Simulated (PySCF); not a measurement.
Stationary points of SbSF

Level of theory: PBE0/[Sb def2-TZVP with ECP28, S def2-TZVP, F def2-TZVP], scalar-relativistic core potentials, density fitting, no spin–orbit coupling, PySCF.

Relaxations began from a few typed shapes. The search is not exhaustive: other isomers or separated fragments can lie lower, and high-lying points may rest on an excited occupation.

```json
{"spin": "singlet", "group": "Cs", "bonds": "Sb–F 1.924 Å, Sb–S 2.190 Å", "angles": "F–Sb–S 104.1°", "imaginary modes (cm⁻¹)": "none", "ΔE (kJ/mol)": "0.0", "ΔE with ZPE (kJ/mol)": "0.0"}
{"spin": "singlet", "group": "C∞v", "bonds": "Sb–F 2.066 Å, Sb–S 2.240 Å", "angles": "F–Sb–S 180.0°", "imaginary modes (cm⁻¹)": "216i, 216i", "ΔE (kJ/mol)": "178.9", "ΔE with ZPE (kJ/mol)": "–"}
```

The lowest minimum found is the singlet Cs: Sb–F 1.924 Å, Sb–S 2.190 Å; F–Sb–S 104.1°.

Counting electrons, antimony keeps 2 of its valence electrons outside its bonds, so the VSEPR class is AX2E1 and the expected shape is bent; with unlike ligands the computed point group is Cs.
